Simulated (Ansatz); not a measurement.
Reactions of `O[SiH](F)[SiH2][SiH3]`.

Computed with Ansatz on PBE0-D4/def2-TZVP structures; ΔE is electronic, products minus reactants. CCSD(T)/CBS is the MP2 limit (def2-TZVPP, def2-QZVPP) plus CCSD(T) − MP2 in def2-TZVPP, frozen cores. This one scheme is used for every species. Functionals use def2-TZVPP. B3LYP here is the variant with VWN-RPA as its local correlation; programs differ in this. One conformer a species, not always the lowest.

```csv
reaction,B3LYP-D4 (kJ/mol),PBE0-D4 (kJ/mol),ωB97M-V (kJ/mol),MP2/CBS(def2) (kJ/mol)
`O[SiH](F)[SiH2][SiH3]` + `O[SiH2]O` → `O[SiH2]O[SiH2][SiH3]` + `O[SiH2]F`,-101,-82,-101,-107
`O[SiH](F)[SiH2][SiH3]` + `N[SiH2]CF` → `N[SiH2]C(F)[SiH3]` + `O[SiH](F)[SiH3]`,18,27,13,15
`O[SiH](F)[SiH2][SiH3]` + HCl → `F[SiH](Cl)[SiH2][SiH3]` + H₂O,4,-3,3,-4
`O[SiH](F)[SiH2][SiH3]` + H₂O → `O[SiH](O)[SiH2][SiH3]` + H–F,42,39,42,39
```

Q: Give the CCSD(T)/CBS values in the same order. (An estimate is asked.)

A: The calculation gave: -101, 18, 1, 41 kJ/mol.

Largest T1 diagnostic: 0.013, for `O[SiH](F)[SiH2][SiH3]`.
